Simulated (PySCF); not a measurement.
Members of one series of related molecules.

All values: wB97X-D/def2-SVPD (PySCF) at PBE0-D3(BJ)/def2-SVP geometries, gas phase, one conformer each. Core orbitals are frozen in the response; Δα² is half the sum of the squared differences of the principal polarisabilities.

(1) Rank by vertical ionisation energy (ΔSCF), lowest first.
A. `FC(F)(F)[SiH2]C(Cl)(Cl)Cl`
B. `CC(=S)[SiH2]C(F)(F)F`
C. `CC(C)O[SiH2]C(F)(F)F`
D. `B[SiH2]C(F)(F)F`

(2) Rank by HOMO energy, lowest first.
A. `CC(=S)[SiH2]C(F)(F)F`
B. `O([SiH2]C(F)(F)F)C(C)C`
C. `B[SiH2]C(F)(F)F`

(3) Rank by dipole moment, lowest first.
A. `FC(F)(F)[SiH2]C(Cl)(Cl)Cl`
B. `[CH3:1][CH:2]([CH3:3])[O:4][SiH2:5][C:6]([F:7])([F:8])[F:9]` with C1–C2–O4–Si5 80°, C2–O4–Si5–C6 150°
C. `[CH3:1][C:2](=[S:3])[SiH2:4][C:5]([F:6])([F:7])[F:8]` with C1–C2–Si4–C5 -2°
D. `[BH2:1][SiH2:2][C:3]([F:4])([F:5])[F:6]` with H–B1–Si2–C3 6° and -175°

## Answers

(1) B (8.96 eV), C (10.56 eV), A (10.99 eV), D (11.29 eV).

(2) C (-10.90 eV), B (-10.39 eV), A (-8.68 eV).

(3) C (0.62 D), A (1.66 D), D (2.47 D), B (3.52 D).

All values together:

| SMILES | formula | μ (D) | HOMO (eV) | LUMO (eV) | α (Å³) | Δα (Å³) | electrons | α per electron (Å³) | ΔSCF removal energy (eV) |
| --- | --- | --- | --- | --- | --- | --- | --- | --- | --- |
| CC(C)O[SiH2]C(F)(F)F | C4H9F3OSi | 3.52 | -10.39 | 1.71 | 12.10 | 2.40 | 82 | 0.148 | 10.56 |
| CC(=S)[SiH2]C(F)(F)F | C3H5F3SSi | 0.62 | -8.68 | -1.19 | 12.83 | 5.13 | 80 | 0.160 | 8.96 |
| B[SiH2]C(F)(F)F | CH4BF3Si | 2.47 | -10.90 | -0.96 | 8.57 | 1.86 | 56 | 0.153 | 11.29 |
| FC(F)(F)[SiH2]C(Cl)(Cl)Cl | C2H2Cl3F3Si | 1.66 | -10.79 | 0.42 | 13.79 | 1.13 | 106 | 0.130 | 10.99 |

Conformers: `[CH3:1][CH:2]([CH3:3])[O:4][SiH2:5][C:6]([F:7])([F:8])[F:9]` with C1–C2–O4–Si5 80°, C2–O4–Si5–C6 150°; `[CH3:1][C:2](=[S:3])[SiH2:4][C:5]([F:6])([F:7])[F:8]` with C1–C2–Si4–C5 -2°; `[BH2:1][SiH2:2][C:3]([F:4])([F:5])[F:6]` with H–B1–Si2–C3 6° and -175°.
